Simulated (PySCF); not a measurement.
This PySCF input asks for the NMR shieldings of C$_{5}$H$_{10}$AlN$_{3}$Si; the geometry comes from GFN2-xTB.

```python
import basis_set_exchange as bse
import numpy as np
from pyscf import gto, dft
from pyscf.prop import nmr

atoms = """
N    -3.041609    2.169696    0.424917
C    -3.135625    1.032191    0.342892
C    -3.280517   -0.395985    0.227142
C    -2.350822   -1.002508   -0.840932
N    -0.942975   -0.986217   -0.538346
C    -0.349137   -0.289408    0.356142
Al    0.985672   -1.430044   -0.688450
N     2.482171   -0.510450    0.195883
C     3.149775    0.403875    0.412381
Si    4.202398    1.908602    0.785378
H    -3.076529   -0.855242    1.199889
H    -4.316212   -0.609196   -0.051091
H    -2.632122   -2.049080   -0.998805
H    -2.486713   -0.480284   -1.795094
H    -0.936679    0.385344    0.994737
H     1.099358   -2.928838   -0.301448
H     1.343097   -1.005918   -2.152027
H     5.329864    1.399313    1.563528
H     3.354456    2.817907    1.550364
H     4.597003    2.436920   -0.516130
"""
names = dict.fromkeys(["N", "C", "Al", "Si", "H"], "pcSseg-1")
basis = {el: gto.basis.parse(bse.get_basis(n, elements=[el], fmt="nwchem")) for el, n in names.items()}
mol = gto.M(atom=atoms, basis=basis, charge=0, verbose=0)
mf = dft.RKS(mol, xc="PBE0")
mf.grids.level = 2
mf.grids.alignment = dft.numint.BLKSIZE   # the property module wants whole blocks of grid points
mf.conv_tol = 1e-9
mf.kernel()

calc = nmr.RKS(mf)   # GIAO
C = mf.mo_coeff
Co = C[:, mf.mo_occ > 0]
resp = mf.gen_response(singlet=True, hermi=2)
def vind(x):   # induced exchange potential for any number of trial vectors
    d = np.einsum("pi,xij,qj->xpq", C, 2 * x.reshape(-1, C.shape[1], Co.shape[1]), Co, optimize=True)
    return np.einsum("xpq,pi,qj->xij", resp(d - d.transpose(0, 2, 1)), C, Co, optimize=True).ravel()
mo1, _ = nmr.rhf.solve_mo1(calc, with_cphf=vind)
sigma = calc.kernel(mo1)
for i, s in enumerate(sigma):   # ppm
    print("%2d %-2s %9.2f" % (i, mol.atom_pure_symbol(i), np.trace(s) / 3))
```

Problem. What does it print?

Solution. 
```
 0 N     -38.11
 1 C      62.87
 2 C     172.71
 3 C     131.56
 4 N    -105.54
 5 C     -64.23
 6 Al    524.96
 7 N     -36.16
 8 C      47.29
 9 Si    444.17
10 H      29.40
11 H      29.36
12 H      27.54
13 H      27.67
14 H      19.60
15 H      28.32
16 H      27.62
17 H      27.34
18 H      27.19
19 H      27.29
```

These numbers come from an equivalent density-fitted implementation of the same equations, which agrees with the script to about 0.01 ppm for H and up to a few tenths of a ppm for heavy atoms, so last digits may differ.

Size and cost of the density-fitted run: 234 basis functions, 83 s wall time on 1 thread of an Arm Neoverse V1, shared host; peak memory 1.1 GiB.
